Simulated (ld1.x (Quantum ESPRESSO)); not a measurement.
Reading a pseudo-wave (dysprosium)

Columns: radius, all-electron u(r) and pseudo u(r) of the 6p shell (level -1.14 eV) of dysprosium in the configuration [Kr] 4d10 4f10 5s2 5p6 5d0 6s2 6p0; PBEsol, scalar-relativistic, PAW scheme, ld1.x (Quantum ESPRESSO) 7.5.

```json
{"r (bohr)": "0.165", "all-electron": "-0.0674", "pseudo": "-0.0263"}
{"r (bohr)": "0.330", "all-electron": "0.0591", "pseudo": "-0.0991"}
{"r (bohr)": "0.495", "all-electron": "0.0911", "pseudo": "-0.2012"}
{"r (bohr)": "0.660", "all-electron": "0.0019", "pseudo": "-0.3089"}
{"r (bohr)": "0.825", "all-electron": "-0.0957", "pseudo": "-0.3977"}
{"r (bohr)": "0.990", "all-electron": "-0.1568", "pseudo": "-0.4486"}
{"r (bohr)": "1.155", "all-electron": "-0.1774", "pseudo": "-0.4515"}
{"r (bohr)": "1.320", "all-electron": "-0.1661", "pseudo": "-0.4075"}
{"r (bohr)": "1.485", "all-electron": "-0.1334", "pseudo": "-0.3269"}
{"r (bohr)": "1.650", "all-electron": "-0.0879", "pseudo": "-0.2255"}
{"r (bohr)": "1.815", "all-electron": "-0.0360", "pseudo": "-0.1203"}
{"r (bohr)": "1.980", "all-electron": "0.0180", "pseudo": "-0.0244"}
{"r (bohr)": "2.145", "all-electron": "0.0713", "pseudo": "0.0553"}
{"r (bohr)": "2.310", "all-electron": "0.1222", "pseudo": "0.1185"}
{"r (bohr)": "2.475", "all-electron": "0.1698", "pseudo": "0.1695"}
{"r (bohr)": "2.640", "all-electron": "0.2136", "pseudo": "0.2136"}
{"r (bohr)": "2.805", "all-electron": "0.2534", "pseudo": "0.2534"}
{"r (bohr)": "2.970", "all-electron": "0.2893", "pseudo": "0.2893"}
{"r (bohr)": "3.135", "all-electron": "0.3212", "pseudo": "0.3212"}
{"r (bohr)": "3.300", "all-electron": "0.3493", "pseudo": "0.3493"}
{"r (bohr)": "3.465", "all-electron": "0.3737", "pseudo": "0.3737"}
{"r (bohr)": "3.630", "all-electron": "0.3945", "pseudo": "0.3945"}
{"r (bohr)": "3.795", "all-electron": "0.4119", "pseudo": "0.4119"}
{"r (bohr)": "3.960", "all-electron": "0.4260", "pseudo": "0.4260"}
{"r (bohr)": "4.125", "all-electron": "0.4370", "pseudo": "0.4370"}
{"r (bohr)": "4.290", "all-electron": "0.4452", "pseudo": "0.4452"}
```

Task: How many radial nodes do the two functions have?

Result: The all-electron 6p function has n − l − 1 = 4 (the table is too coarse to show those close to the nucleus); the pseudo-wave has 1, since 1 lower shell of the same l stays in the valence.

Task: At about which radius was the pseudo-wave matched?

Result: 2.70 bohr. The columns agree to 0.0005 from 2.48 bohr on; several derivatives are matched, so the curves merge somewhat inside the radius.

Task: Is the pseudo-wave norm-conserving?

Result: No, it belongs to a PAW set: the norm inside the radius is not constrained, and the difference is carried by the augmentation charge.
